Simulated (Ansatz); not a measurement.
(ClAlNH)4 cubane (Al₄N₄Cl₄H₄). Total charge 0; singlet. Geometry PBE-D4/def2-SVP.

```xyz
16

Al   -1.616    0.270   -0.360
Cl   -3.652    0.611   -0.814
N    -0.501    1.430    0.717
Al    0.924    1.273   -0.585
Cl    2.087    2.875   -1.322
N    -0.191    0.111   -1.661
Al    0.501   -1.431   -0.718
Cl    1.133   -3.234   -1.622
N    -0.923   -1.271    0.584
Al    0.191   -0.112    1.663
Cl    0.431   -0.252    3.758
N     1.615   -0.270    0.360
H    -0.807    2.304    1.156
H    -0.308    0.180   -2.677
H    -1.487   -2.049    0.942
H     2.602   -0.435    0.580
```

(1) Estimate the orbital energies around the gap (eV) in Ansatz with HF/def2-TZVP, PBE-D4/def2-SVP, PBE-D4/def2-TZVP, B97M-V/def2-TZVP, PBE0-D4/def2-TZVP.

Results:

(1) 
```json
{"orbital": "HOMO−9", "HF/def2-TZVP": "-13.08", "PBE-D4/def2-SVP": "-8.08", "PBE-D4/def2-TZVP": "-8.22", "B97M-V/def2-TZVP": "-8.63", "PBE0-D4/def2-TZVP": "-9.67"}
{"orbital": "HOMO−8", "HF/def2-TZVP": "-13.08", "PBE-D4/def2-SVP": "-8.08", "PBE-D4/def2-TZVP": "-8.22", "B97M-V/def2-TZVP": "-8.63", "PBE0-D4/def2-TZVP": "-9.67"}
{"orbital": "HOMO−7", "HF/def2-TZVP": "-12.83", "PBE-D4/def2-SVP": "-7.90", "PBE-D4/def2-TZVP": "-8.06", "B97M-V/def2-TZVP": "-8.49", "PBE0-D4/def2-TZVP": "-9.49"}
{"orbital": "HOMO−6", "HF/def2-TZVP": "-12.83", "PBE-D4/def2-SVP": "-7.90", "PBE-D4/def2-TZVP": "-8.06", "B97M-V/def2-TZVP": "-8.49", "PBE0-D4/def2-TZVP": "-9.49"}
{"orbital": "HOMO−5", "HF/def2-TZVP": "-12.83", "PBE-D4/def2-SVP": "-7.90", "PBE-D4/def2-TZVP": "-8.06", "B97M-V/def2-TZVP": "-8.49", "PBE0-D4/def2-TZVP": "-9.49"}
{"orbital": "HOMO−4", "HF/def2-TZVP": "-12.60", "PBE-D4/def2-SVP": "-7.67", "PBE-D4/def2-TZVP": "-7.85", "B97M-V/def2-TZVP": "-8.28", "PBE0-D4/def2-TZVP": "-9.27"}
{"orbital": "HOMO−3", "HF/def2-TZVP": "-12.60", "PBE-D4/def2-SVP": "-7.67", "PBE-D4/def2-TZVP": "-7.85", "B97M-V/def2-TZVP": "-8.28", "PBE0-D4/def2-TZVP": "-9.27"}
{"orbital": "HOMO−2", "HF/def2-TZVP": "-11.84", "PBE-D4/def2-SVP": "-7.04", "PBE-D4/def2-TZVP": "-7.19", "B97M-V/def2-TZVP": "-7.57", "PBE0-D4/def2-TZVP": "-8.56"}
{"orbital": "HOMO−1", "HF/def2-TZVP": "-11.83", "PBE-D4/def2-SVP": "-7.04", "PBE-D4/def2-TZVP": "-7.19", "B97M-V/def2-TZVP": "-7.57", "PBE0-D4/def2-TZVP": "-8.56"}
{"orbital": "HOMO", "HF/def2-TZVP": "-11.83", "PBE-D4/def2-SVP": "-7.04", "PBE-D4/def2-TZVP": "-7.19", "B97M-V/def2-TZVP": "-7.57", "PBE0-D4/def2-TZVP": "-8.56"}
{"orbital": "LUMO", "HF/def2-TZVP": "1.76", "PBE-D4/def2-SVP": "-1.87", "PBE-D4/def2-TZVP": "-2.06", "B97M-V/def2-TZVP": "-1.76", "PBE0-D4/def2-TZVP": "-1.27"}
{"orbital": "LUMO+1", "HF/def2-TZVP": "2.68", "PBE-D4/def2-SVP": "-0.26", "PBE-D4/def2-TZVP": "-0.61", "B97M-V/def2-TZVP": "-0.39", "PBE0-D4/def2-TZVP": "0.15"}
{"orbital": "LUMO+2", "HF/def2-TZVP": "2.68", "PBE-D4/def2-SVP": "-0.26", "PBE-D4/def2-TZVP": "-0.60", "B97M-V/def2-TZVP": "-0.39", "PBE0-D4/def2-TZVP": "0.15"}
{"orbital": "LUMO+3", "HF/def2-TZVP": "2.68", "PBE-D4/def2-SVP": "-0.26", "PBE-D4/def2-TZVP": "-0.60", "B97M-V/def2-TZVP": "-0.39", "PBE0-D4/def2-TZVP": "0.15"}
{"orbital": "LUMO+4", "HF/def2-TZVP": "3.65", "PBE-D4/def2-SVP": "0.30", "PBE-D4/def2-TZVP": "-0.37", "B97M-V/def2-TZVP": "-0.07", "PBE0-D4/def2-TZVP": "0.51"}
{"orbital": "LUMO+5", "HF/def2-TZVP": "3.87", "PBE-D4/def2-SVP": "0.64", "PBE-D4/def2-TZVP": "0.29", "B97M-V/def2-TZVP": "0.75", "PBE0-D4/def2-TZVP": "1.20"}
```
